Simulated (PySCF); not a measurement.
# Telling isomers of C$_{5}$H$_{10}$N$_{2}$ apart by NMR

[PySCF 2.14.0 with density-fitted response routines: J couplings at B3LYP/pcJ-1 (spin–dipole term left out of most H,H and C,H couplings); σ from GIAO-PBE0/pcSseg-1; structure optimised with GFN2-xTB; averaged over atoms made equivalent by symmetry, fast rotation or ring inversion; in vacuum; no relativistic terms; single conformer]

Chemical shifts δ = σref − σ; 1H and 13C against TMS, all at this level. Multiplet labels drop J under 1 Hz and among equivalent protons, and merge close values. Unscaled 3J(H,H) run several per cent high. Where no couplings were computed, multiplicities follow the n + 1 count of equivalent neighbours, and m marks all less simple cases (inequivalent or close neighbours, rings, F or P nearby). Vicinal couplings that depend on rotamer populations or ring flexing (ring, CH–CH, X–H and H–F types) are those of the one conformer. Shifts are as computed. Against solution values, carbons near 30 ppm lie about +3 ppm off and those near 130 ppm about +5 ppm. Of 1211 compounds with measured shifts, 218 miss one by over three times the rms of a fit or turn the order of signals round; such compounds aren't used in these exercises. OH and NH positions are gas-phase values without hydrogen bonding to other molecules.

(1) Tabulate the signals of `CCN1CCC=N1`, `C/C=N/C/C=N/C`, `C=CCN/N=C\C`, `CC1=NN(C)CC1` and their relative energies.

(2) What is the quickest way to tell CCN1CCC=N1 from CC1=NN(C)CC1?

(3) What is the quickest way to tell C/C=N/C/C=N/C from CC1=NN(C)CC1?

(4) What is the quickest way to tell CCN1CCC=N1 from C/C=N/C/C=N/C?

Answers

(1) 
```tsv
SMILES	carbon types	δC	δH	E rel. (kcal/mol)
CCN1CCC=N1	1×CH 3×CH2 1×CH3	133.5, 47.9, 46.3, 37.2, 9.9	6.08 (tt, 1H), 3.53 (q, 2H), 3.32 (m, 2H), 2.87 (m, 2H), 0.92 (t, 3H)	5.0
C/C=N/C/C=N/C	2×CH 1×CH2 2×CH3	166.4, 164.4, 73.4, 50.7, 27.0	8.05 (t, 1H), 7.88 (q, 1H), 4.41 (d, 2H), 3.58 (s, 3H), 2.06 (d, 3H)	7.1
C=CCN/N=C\C	2×CH 2×CH2 1×CH3	144.9, 128.8, 123.6, 59.8, 12.4	6.29 (q, 1H), 5.92 (m, 1H), 5.45 (m, 1H), 5.33 (m, 1H), 4.66 (br s, 1H), 4.03 (d, 2H), 1.62 (d, 3H)	25.9
CC1=NN(C)CC1	1×C 2×CH2 2×CH3	143.9, 56.0, 43.1, 40.3, 18.4	3.13 (m, 2H), 2.88 (s, 3H), 2.64 (m, 2H), 1.99 (t, 3H)	0.0
```

Energies are electronic energies at PBE0/pcSseg-1 on these geometries, without zero-point or thermal terms, each for the one conformer computed, which needn't be the lowest.

(2) Both give the same number of carbon signals, but DEPT or the intensities differ. The first has a C=N carbon (CH) at 133.5 ppm, the second a C=N carbon (C) at 143.9 ppm. In the proton spectra the most deshielded non-exchanging signals are 6.08 (tt, J = 2.5, 1.0 Hz, 1H) and 3.13 (m, 2H).

(3) Both give the same number of carbon signals, but DEPT or the intensities differ. The first has a C=N carbon (CH) at 166.4 ppm, the second a C=N carbon (C) at 143.9 ppm. In the proton spectra the most deshielded non-exchanging signals are 8.05 (t, 1H) and 3.13 (m, 2H).

(4) Both give the same number of carbon signals, but DEPT or the intensities differ. The first has an sp3 CH2 in a ring at 37.2 ppm, the second a methyl carbon bonded to N (CH3) at 50.7 ppm. Their most deshielded carbons lie at 133.5 and 166.4 ppm. In the proton spectra the most deshielded non-exchanging signals are 6.08 (tt, J = 2.5, 1.0 Hz, 1H) and 8.05 (t, 1H).
